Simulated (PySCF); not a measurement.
Molecule: Cl₅OSi₂, SMILES Cl[Si](Cl)O[Si](Cl)(Cl)Cl, doublet. Atoms near the plane z = 0.0 Å, at the PBE0/def2-SVP optimised geometry (x, y, z in Å): Si2 (1.7, -0.4, -0.3), O4 (0.1, -1.0, 0.0), Si5 (-1.5, -1.0, 0.0), Cl8 (-2.2, 1.0, 0.0).

Computed with unrestricted PBE0/def2-TZVP (PySCF). Cells within 0.4 Å of a nucleus heavier than hydrogen are left out (blank, or x). The values are rescaled to run from 0 to 1.

```
|222222222222222222222222222|
|222222222222222222222222222|
|222222222222222222222222222|
|222222222222222222222222222|
|222222222222222222222222222|
|222222222222222222222222222|
|222222222222222222222222222|
|222222222222222222222222222|
|222221122222222222222222222|
|222222134322222222222222222|
|222234xx4322222222232222222|
|222234xx2322222112333222222|
|222233346422222101232222222|
|222223477422233201222222222|
|222222344213456621x22222222|
|22222101xx269xx942x33322222|
|22222100xx279xx841244322222|
|222221111104687432233322222|
|222222211001333322233222222|
|222222221111222222222222222|
|222222222112222222222222222|
|222222222222222222222222222|
|222222222222222222222222222|
|222222222222222222222222222|
|222222222222222222222222222|
|222222222222222222222222222|
|222222222222222222222222222|
```
Scale: ten equal steps from 0.000 (start of '0') to 1.00 (end of '9'), in the order '0123456789'; x runs from -4.50 to 4.50, y from -4.50 (bottom) to 4.50 (top).

Q: Which quantity is mapped?
(A) deformation density (molecule minus spherical neutral atoms)
(B) Laplacian of the electron density
(C) electrostatic potential
(D) an orbital amplitude

A: A, deformation density (molecule minus spherical neutral atoms). In full: deformation density (molecule minus spherical neutral atoms) (e/bohr³).
